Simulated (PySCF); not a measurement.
Start geometry of `C=C[O][GeH3]` from GFN2-xTB (Å):
```
atom  x, y, z in Å
C1     1.5716   -0.5585   -0.0611
C2     0.9800    0.5113   -0.6367
O3    -0.3278    0.8881   -0.5410
Ge4   -1.5584    0.0981    0.3732
H5     2.5904   -0.7556   -0.2177
H6     0.9742   -1.1979    0.5562
H7     1.5550    1.1968   -1.2647
H8    -1.7772   -1.2914   -0.1519
H9    -1.2392    0.0744    1.8546
H10   -2.7181    1.0137    0.0680
```

Question: What comes out of this run: PBE0-D3(BJ)/def2-SVP geometry optimisation, gas phase (PySCF)?

Answer: 
```
atom  x, y, z in Å
C1     1.503   -0.585   -0.024
C2     1.001    0.493   -0.638
O3    -0.260    0.949   -0.606
Ge4   -1.571    0.152    0.343
H5     2.558   -0.830   -0.144
H6     0.899   -1.247    0.604
H7     1.641    1.132   -1.260
H8    -1.768   -1.276   -0.191
H9    -1.167    0.143    1.826
H10   -2.780    1.050    0.070
```

The energy falls by 18.7 kJ/mol over 8 energy and gradient evaluations, the largest force component goes from 0.0514 to 2.2e-04 Eh/bohr, and the atoms move by 0.064 Å rms after alignment. The bond that changes most is O3–Ge4 (ends: oxygen bonded to C and Ge; germanium bonded to O and 3 H), which lengthens by 0.079 Å. Bonds longer at the end by more than 0.005 Å: 6 of 9; shorter: 2. Among the angles that change most is C2–C1–H6, from 118.3° to 123.0°. Rotational constants go from 14339, 2635, 2289 to 13550, 2647, 2279 MHz. The orientation of the end geometry is arbitrary; only internal coordinates are fixed.

The run used 104 basis functions and 54 SCF cycles in all. Time: 30 s of wall time; peak memory 0.42 GiB. Hardware: one thread of an Arm Neoverse V1, on a shared host.

Not checked by PBE0-D3(BJ)/def2-SVP frequencies. The numbers are those of one conformer.
